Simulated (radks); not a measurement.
Results of a calculation; reference values are marked as such.
Problem. The mean radii <r> (bohr) of the occupied orbitals of an atom or ion are listed with their occupations. Level of theory: scalar-relativistic Kohn-Sham, SCAN, spin-polarised, spherical densities, finite nucleus; meta-GGA in the generalised Kohn-Sham scheme; Fermi nuclear charge, rms radius of each element as measured or else 0.836 A^(1/3) + 0.57 fm (a radial shooting solver on a logarithmic mesh with Libxc functionals).

| orbital | occ. | <r> |
|---|---|---|
| 1s up | 1 | 0.03186 |
| 1s down | 1 | 0.03186 |
| 2s up | 1 | 0.1382 |
| 2s down | 1 | 0.1382 |
| 2p up | 3 | 0.1206 |
| 2p down | 3 | 0.1206 |
| 3s up | 1 | 0.3783 |
| 3s down | 1 | 0.3783 |
| 3p up | 3 | 0.3781 |
| 3p down | 3 | 0.3781 |
| 3d up | 5 | 0.3576 |
| 3d down | 5 | 0.3575 |
| 4s up | 1 | 0.9421 |
| 4s down | 1 | 0.9394 |
| 4p up | 3 | 1.026 |
| 4p down | 3 | 1.024 |
| 4d up | 5 | 1.294 |
| 4d down | 2 | 1.310 |

Name the element and its charge. Open shells, if any, are filled with parallel spins first.

Solution. Z = 46, palladium, charge +3: Pd3+ in [Kr] 4d7. The 1s radius gives Z: for a bare nucleus <r> = (2 gamma + 1)/(2Z) with gamma = sqrt(1 - (Z/c)^2), 0.03135 bohr for Z = 46, and screening makes it slightly larger (0.03186 here). The occupations add up to 43, and the charge is Z minus that.
